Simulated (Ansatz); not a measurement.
`C=CCN[SiH2]Cl` → 3 C• + Cl• + 8 H• + N• + Si•  (atomization)

Program: Ansatz. Geometries: PBE0-D4/def2-TZVP. ΔE: electronic, gas phase. CCSD(T)/CBS adds triple-zeta CCSD(T) − MP2 to the extrapolated MP2 energy (def2 sets, frozen cores). This one scheme is used for every species, atoms too. DFT in def2-TZVPP. Open shells (•) are unrestricted, without spin–orbit coupling. Spin–orbit coupling would lower the free atoms: a little for C, Cl, Si. One conformer a species, not always the lowest.

CCSD(T)/CBS gives +5304.2 kJ/mol.

Problem. Another level gave +5325.8 kJ/mol. Which?
A. MP2/def2-TZVPP
B. PBE-D4/def2-TZVPP
C. HF/def2-TZVPP
D. PBE0-D4/def2-TZVPP

Solution. D. PBE0-D4 5325.8, HF/def2-TZVPP 3899.3, PBE-D4 5402.6, MP2/def2-TZVPP 5234.7 kJ/mol.

Largest T1 diagnostic among the species: 0.012.

In def2-TZVPP, CCSD(T) changes the Hartree–Fock value by +1263.1 kJ/mol (the triples alone add +76.3 kJ/mol) and MP2 by +1335.4 kJ/mol; breaking electron pairs costs correlation energy, which Hartree–Fock lacks. From PBE to PBE0 (25 % exact exchange), in def2-TZVPP and without D4, ΔE moves by −71.9 kJ/mol: exact exchange takes away binding that semilocal exchange gives to molecules. The D4 term adds +52.3 kJ/mol with B3LYP and +27.9 kJ/mol with PBE0; it sums over pairs of atoms, weighted by their polarisabilities, and B3LYP, whose exchange is more repulsive, gets the larger term.

B3LYP here is the variant with VWN-RPA as its local correlation; programs differ in this.

For atomizations the MP2-based limit and the directly extrapolated one differ by several kJ/mol either way, and by 10 to 25 for some Ge, Se and Sn compounds, so smaller differences from it don't rank the levels.
